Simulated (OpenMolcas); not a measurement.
neutral phosphorus: Slater's ratio, thermal populations, worked from levels

* Program: OpenMolcas 26.06
* Basis: ANO-RCC-VTZP [5s4p2d1f]
* Scalar Hamiltonian: DKH2, point nucleus
* Active space: 5 electrons in 9 orbitals (RAS2 3s 3p; RAS3 3d, at most 2 electrons)
* State averaging: 2S+1 = 4 odd, 1 root; 2S+1 = 2 odd, 8 roots; 2S+1 = 2 even, 5 roots
* Spin-orbit coupling: state interaction with AMFI integrals over the reference wave functions, term energies averaged over their components

Methods: RASSCF; SS-RASPT2, IPEA 0.25 Eh, imaginary shift 0.1 Eh (closed shells correlated: 2s 2p). Measured levels: NIST Handbook of Basic Atomic Spectroscopic Data.

**Slater's ratio.** With one set of orbitals, p3 has ²D° - ⁴S° = 9 F2 and ²P° - ²D° = 6 F2 (F2 = F²/25), a ratio of 2/3. Term energies are centres of gravity, weighted by 2J + 1.

```json
{"Source": "RASSCF", "²D° - ⁴S°": "14594", "²P° - ⁴S°": "22713", "F2 from the first": "1622", "Ratio": "0.556"}
{"Source": "SS-RASPT2", "²D° - ⁴S°": "12010", "²P° - ⁴S°": "19753", "F2 from the first": "1334", "Ratio": "0.645"}
{"Source": "measured", "²D° - ⁴S°": "11370", "²P° - ⁴S°": "18740", "F2 from the first": "1263", "Ratio": "0.648"}
```

Energies in cm-1. A ratio away from 2/3 shows effects beyond one configuration with one set of orbitals, and in heavier atoms second-order spin-orbit shifts.

**Thermal populations.** Z = Σ (2J + 1) exp(-E/kT) with k = 0.695035 cm-1/K, over the levels below. No other level of either list lies under 55900 cm-1, which is above 7 kT at each temperature.

| Level | 2J + 1 | SS-RASPT2 | measured |
| --- | --- | --- | --- |
| 3s² 3p³ ⁴S°_3/2 | 4 | 0.0 | 0.0 |
| 3s² 3p³ ²D°_3/2 | 4 | 12010 | 11361 |
| 3s² 3p³ ²D°_5/2 | 6 | 12010 | 11377 |
| 3s² 3p³ ²P°_1/2 | 2 | 19750 | 18723 |
| 3s² 3p³ ²P°_3/2 | 4 | 19750 | 18748 |

| T (K) | Z, SS-RASPT2 | Z, measured levels | Ground level (%), SS-RASPT2 | Ground level (%), measured levels |
| --- | --- | --- | --- | --- |
| 5000 | 4.336 | 4.407 | 92.3 | 90.8 |
| 8000 | 5.325 | 5.500 | 75.1 | 72.7 |

At 8000 K, kT = 5560 cm-1, and the computed levels give Z = 4.000 + 0.461 + 0.692 + 0.057 + 0.115 = 5.325.

Active for correlation alone: 3d; no level in the range computed is led by a configuration that fills it, so any true level of that kind is missing. Without dynamic correlation excited terms often stand tens of per cent too high (terms of higher spin than the ground term too low), and those without a measured partner can miss by more than the paired ones (holds for RASSCF). Measured partners are found by configuration, term and J. A level has none where our copy of the source lacks it or the pairing is in doubt (some pairs that miss far off the trend of their configuration count as doubtful), and it then counts in no deviation. Levels of configurations outside the active space are missing.

° marks odd parity.
